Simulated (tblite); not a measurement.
Species: C4H10FSi (charge +1).
SMILES with atom numbers: `[CH3:1][Si+:2]([CH3:3])[CH2:4][CH2:5][F:6]` (hydrogens: H7, H8, H9 on C1; H10, H11, H12 on C3; H13, H14 on C4; H15, H16 on C5)

Computed with GFN2-xTB (tblite), gas phase: nudged elastic band of 9 images (0 to 8), spring 0.2 eV/Å², climbing image at the end, force threshold 0.05 eV/Å. The top image wasn't refined or checked by frequencies; at this threshold it can lie a kcal/mol or more above the true saddle point of the method.

The band describes a rotation about C4–C5 (sp3 carbon bound to silicon, sp3 C–F carbon), followed by the dihedral Si2–C4–C5–F6, from the optimised start (28°) to a second optimised geometry at 180°.

Problem. How does the energy change from image to image?

Solution. 
| image | dihedral (°) | E (eV) | C4–C5 (Å) | Si2···F6 (Å) | largest true force (eV/Å) |
| --- | --- | --- | --- | --- | --- |
| 0 | 28 | 0.000 | 1.533 | 2.65 | 0.01 |
| 1 | 45 | 0.011 | 1.532 | 2.84 | 0.03 |
| 2 | 62 | 0.057 | 1.535 | 3.08 | 0.07 |
| 3 | 81 | 0.145 | 1.539 | 3.33 | 0.10 |
| 4 | 101 | 0.248 | 1.546 | 3.58 | 0.09 |
| 5 | 124 | 0.312 | 1.548 | 3.81 | 0.04 |
| 6 | 142 | 0.306 | 1.545 | 3.94 | 0.04 |
| 7 | 163 | 0.272 | 1.540 | 4.02 | 0.04 |
| 8 | 180 | 0.251 | 1.539 | 4.07 | 0.01 |

Barriers of this band. The top is image 5 at 124°: 0.312 eV forward and 0.061 eV back; the end lies 0.251 eV above the start. The central bond is 0.015 Å longer at the top than at the start.

Problem. What rate follows at 298 K for crossing this barrier forward?

Solution. Taking the electronic barrier for the free energy of activation (no zero-point or entropy terms, transmission 1), rate = (kT/h)·exp(−ΔE/kT) ≈ 3 × 10^7 s⁻¹, whose inverse is 3 × 10^-8 s. An error of 1 kcal/mol in the barrier changes this by a factor of 5, and the method and the loose band can each miss by that much or more.

Problem. How would the two end points share their population at 298 K, from these energies alone?

Solution. exp(−ΔE/kT) with ΔE = 0.251 eV gives 5.7e-05 for the higher one (end) against 1 for the lower, without vibrational, rotational or degeneracy terms.

The cost below is that of the whole band run. The run took about 10 s of CPU time (one thread, shared machine).
